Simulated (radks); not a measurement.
Ionisation of the chromium ion Cr+, [Ar] 3d5, to [Ar] 3d4 as the strength of local exchange is varied. Calculated with a radial shooting solver on a logarithmic mesh with Libxc functionals: non-relativistic Kohn-Sham, Slater X-alpha exchange (alpha = 2/3 is LDA exchange), no correlation, spin-polarised, spherical densities, point nucleus; open shells are filled with parallel spins first.

alpha = 0.61: E(Cr+) (hartree) -1036.25387; exchange (hartree) -40.41145; IE (eV) 15.569; -e of the level emptied (eV) 9.562 (3d); <r> of it (bohr) 1.436
alpha = 0.667: E(Cr+) (hartree) -1040.03741; exchange (hartree) -44.36049; IE (eV) 16.535; -e of the level emptied (eV) 10.328 (3d); <r> of it (bohr) 1.398
alpha = 0.705: E(Cr+) (hartree) -1042.56798; exchange (hartree) -47.00942; IE (eV) 17.203; -e of the level emptied (eV) 10.864 (3d); <r> of it (bohr) 1.374
alpha = 0.788: E(Cr+) (hartree) -1048.11803; exchange (hartree) -52.84016; IE (eV) 18.733; -e of the level emptied (eV) 12.111 (3d); <r> of it (bohr) 1.325
alpha = 0.848: E(Cr+) (hartree) -1052.14953; exchange (hartree) -57.09328; IE (eV) 19.897; -e of the level emptied (eV) 13.076 (3d); <r> of it (bohr) 1.292
alpha = 0.881: E(Cr+) (hartree) -1054.37377; exchange (hartree) -59.44604; IE (eV) 20.558; -e of the level emptied (eV) 13.630 (3d); <r> of it (bohr) 1.275
alpha = 0.971: E(Cr+) (hartree) -1060.46478; exchange (hartree) -65.91117; IE (eV) 22.437; -e of the level emptied (eV) 15.225 (3d); <r> of it (bohr) 1.231
alpha = 0.973: E(Cr+) (hartree) -1060.60055; exchange (hartree) -66.05564; IE (eV) 22.480; -e of the level emptied (eV) 15.262 (3d); <r> of it (bohr) 1.230

NIST Atomic Spectra Database: 16.486 eV (measured). The Delta-SCF value meets it near alpha = 0.66. Open shells are spherical and high-spin; term and fine-structure splittings are not resolved.
